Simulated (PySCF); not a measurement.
Molecule: `C[C@@H](Cl)[SiH2]C#C[SiH3]`, C4H9ClSi2.

Cartesian coordinates in Å; atom numbers follow the order of the lines, from 1:
```xyz
16

C    -2.1096    1.0100    0.2058
C    -1.8123   -0.2766    0.9485
Cl   -3.3654   -1.0882    1.3678
Si   -0.7744   -1.5440   -0.0535
C     0.8418   -0.7094   -0.3935
C     1.9001   -0.1599   -0.6081
Si    3.5140    0.6913   -0.9248
H    -1.1716    1.5148   -0.0199
H    -2.7309    1.6765    0.8026
H    -2.6260    0.8042   -0.7294
H    -1.3472   -0.0477    1.9093
H    -0.5698   -2.7374    0.7684
H    -1.4762   -1.8288   -1.3068
H     3.2263    1.9636   -1.5923
H     4.1652    0.9184    0.3675
H     4.3285   -0.1778   -1.7768
```

Frames of a GFN2-xTB Langevin trajectory at 400 K; GIAO PBE0/pcSseg-1 shieldings in PySCF 2.14.0 with density-fitted response routines, gas phase, non-relativistic; equivalent atoms averaged within each frame.

Chemical shifts δ = σref − σ; TMS for ¹³C (186.93 ppm), ²⁹Si (349.16 ppm), ¹H (31.72 ppm); ³⁵Cl (949.78 ppm) vs HCl, all at this level. The references are static minima.

Problem. How do the shifts (ppm) fluctuate along the trajectory?

Solution. 
```
         time (fs)     C5     C6    C2    C1  Cl3    Si4     Si7  H14/H15/H16   H12   H13
optimised geometry  116.9  114.9  46.9  24.2  126  -62.2   -99.2         4.23  4.48  4.22
               250  131.6  118.4  35.2  29.0   61  -54.6   -98.9         4.83  4.34  4.02
               425  116.0  123.4  54.0  19.4  132  -52.1   -87.3         4.52  4.69  4.00
               625  117.8  120.2  49.3  24.1  143  -62.5  -101.3         3.92  4.49  3.89
               800  112.6  118.4  61.7  19.2  221  -64.6   -98.2         4.84  4.94  5.70
              1000  115.1  117.3  44.8  22.4   98  -53.0   -99.8         3.71  4.22  3.77
    mean of frames  118.6  119.5  49.0  22.8  131  -57.4   -97.1         4.36  4.53  4.28
standard deviation    7.5    2.4   9.9   4.0   60    5.8     5.6         0.52  0.29  0.80
```

5 frames give an uncertainty of the mean of about the standard deviation over 2.2 at best, since frames this close in time may not be independent; classical motion lacks zero-point vibration, and the reference would need the same averaging.
